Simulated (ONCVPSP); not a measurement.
# What one change does to a pseudopotential (aluminium (Al), ONCV)

Al, optimised norm-conserving Vanderbilt (ONCV), made with ONCVPSP 4.0.1 (PBE, scalar-relativistic). Core [Ne], reference 3s2 3p1. Waves: 3s: rc 1.95 bohr, ncon 4, nbas 7, qcut 4 1/bohr, 2 projectors, debl 0.4 Ha; 3p: rc 1.90 bohr, ncon 4, nbas 7, qcut 3.8 1/bohr, 2 projectors, debl 3.8 Ha. Local part: polynomial inside 1.70 bohr (lpopt 5, dvloc0 1 Ha). Core correction: Teter function, fcfact 2.75, rcfact 1.65.

All-electron outer shells of the reference configuration (PBE, scalar-relativistic, ld1.x):

```csv
shell,level (eV),outermost node (bohr),outermost maximum (bohr)
2s,-108.17,0.16,0.50
2p,-69.64,–,0.43
3s,-7.75,0.80,2.09
3p,-2.71,0.82,2.64
```

Change: all radii but the core radius scaled by about 1.23 (s 2.40, p 2.34 bohr); local potential polynomial inside 2.10 bohr (lpopt 5, dvloc0 1 Ha).

Cutoffs: the cutoffs (Ha) at which the residual kinetic energy of the hardest occupied pseudo-wave falls to 1 and 0.1 mHa per electron; they do not see the model core or the augmentation charge, which bear on the density cutoff. Errors are all-electron minus pseudo energies relative to the spin-unpolarised reference configuration.

Problem. How do hardness, ghosts and transferability respond?

Solution. The potential gets softer (5.8 Ha and 7.6 Ha → 5.3 Ha and 6.9 Ha); of the 4 tests that both files solve, the error grows in 1 and shrinks in 0 by more than 15 % and 0.3 meV (median size 6.8 → 7.8 meV); neither file shows a bound ghost. A larger radius leaves more room for a smooth pseudo-wave, so fewer plane waves are needed.

| quantity | base | changed |
| --- | --- | --- |
| cutoff, loose | 5.8 Ha | 5.3 Ha |
| cutoff, tight | 7.6 Ha | 6.9 Ha |
| loose cutoff by channel | s 5.8 Ha, p 2.1 Ha | s 5.3 Ha, p 2.1 Ha |
| bound ghosts | none | none |
| GHOST(+) flags under 300 eV | none | none |
| error for 3s2 3p0, meV [ΔE 5.76 eV] | -3.5 | -3.4 |
| error for 3s1 3p0, meV [ΔE 24.99 eV] | -60 | -61 |
| error for 3s2 3p0.5, meV [ΔE 2.09 eV] | -0.2 | -0.2 |
| error for 3s1 3p1, meV [ΔE 11.57 eV] | -10 | -12 |
| rms error of d²Exc/dni dnj with the model core, mHa | 1.51 | 1.55 |

Base: The cutoffs count occupied waves only; projector 2 of the p channel, the hardest unoccupied one, needs 41 Ha at the loose tolerance. Changed file: The cutoffs count occupied waves only; projector 2 of the p channel, the hardest unoccupied one, needs 17 Ha at the loose tolerance.
